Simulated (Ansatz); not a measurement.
Z-matrix (Å, degrees):
```
C
Al 1 1.932
O 1 1.529 2 67.0
H 1 1.087 2 127.4 3 -94.2
H 1 1.089 2 120.3 3 99.5
F 2 1.661 1 114.7 3 -91.8
H 2 1.572 1 126.5 3 91.2
H 3 0.962 1 111.3 2 117.0
```

Total charge 0; spin multiplicity 1. The bonds changed during the relaxation, so this is another structure than the one it started from.

Task: List the r2SCAN/def2-TZVPP orbital energies in eV (Ansatz). (Best estimate.)

Result: Ansatz gave: Occupied: -1516.82, -664.69, -517.57, -274.06, -110.30, -70.61, -70.47, -70.42, -29.43, -28.14, -17.91, -14.35, -11.92, -11.12, -10.36, -9.49, -9.40, -9.24, -8.10, -6.53. Lowest empty: -0.44, 0.16, 0.91, 1.62, 2.22, 2.63, 3.41, 3.78.
